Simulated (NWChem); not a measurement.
Species: ZnHF; SMILES [F][ZnH]

Results from NWChem. All runs use the structure optimised with PBE0/def2-SVP. Vertical excitations in the gas phase.

Task: Estimate the computed values for LDA (Slater exchange, VWN5)/def2-SVP, TDA. Quantities: lowest excitation, singlet (eV); oscillator strength of that lowest state; orbital gap (eV).

Result: 
| Property | Value |
|---|---|
| lowest excitation, singlet (eV) | 6.69 |
| oscillator strength of that lowest state | 0.013 |
| orbital gap (eV) | 6.51 |
